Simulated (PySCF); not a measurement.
Species: C4H5Br.
SMILES: `C#CCCBr`

Method used: EOM-IP-CCSD/aug-cc-pVDZ in PySCF, restricted Hartree–Fock reference, 13 core orbitals frozen, non-relativistic, gas phase, PBE0-D3(BJ)/def2-SVP geometry.

Hartree–Fock orbital energies give these Koopmans values (eV): HOMO 10.77, HOMO-1 10.79, HOMO-2 11.07, HOMO-3 11.25, HOMO-4 13.71, HOMO-5 15.04, HOMO-6 15.93, HOMO-7 17.82.

What vertical ionisation energies does EOM-IP-CCSD give?

| leading hole (HF orbital) | Koopmans (eV) | EOM-IP-CCSD (eV) | change (eV) | one-hole share |
| --- | --- | --- | --- | --- |
| HOMO | 10.77 | 10.36 | -0.41 | 0.96 |
| HOMO-2 | 11.07 | 10.41 | -0.66 | 0.96 |
| HOMO-1 | 10.79 | 10.71 | -0.08 | 0.96 |
| HOMO-3 | 11.25 | 10.87 | -0.38 | 0.96 |
| HOMO-4 | 13.71 | 13.02 | -0.69 | 0.96 |
| HOMO-5 | 15.04 | 13.86 | -1.18 | 0.95 |
| HOMO-6 | 15.93 | 14.52 | -1.41 | 0.95 |
| HOMO-7 | 17.82 | 16.06 | -1.76 | 0.94 |

Does the order of the lines follow the orbital energies?

No: the HOMO-2 hole (10.41 eV) falls below the HOMO-1 hole (10.71 eV). The corrections run from -1.76 to -0.08 eV, with a mean of -0.82 eV over the 8 lines; no line lies above its Koopmans value. Koopmans values leave out both the relaxation of the orbitals and the change in correlation energy.

At what kinetic energies would He I light (21.22 eV) eject these electrons?

10.86 eV (HOMO), 10.81 eV (HOMO-2), 10.51 eV (HOMO-1), 10.35 eV (HOMO-3), 8.20 eV (HOMO-4), 7.36 eV (HOMO-5), 6.70 eV (HOMO-6), 5.16 eV (HOMO-7).

Lines less than 0.15 eV apart could change places at a higher level. One root was sought for each valence orbital with −ε under 21 eV, eight at most, so deeper holes and satellites are missing; no vibrational structure.

Shape of the structure used: `[CH:1]#[C:2][CH2:3][CH2:4][Br:5]`: C2–C3–C4–Br5 180°.

One conformer stands for the species.
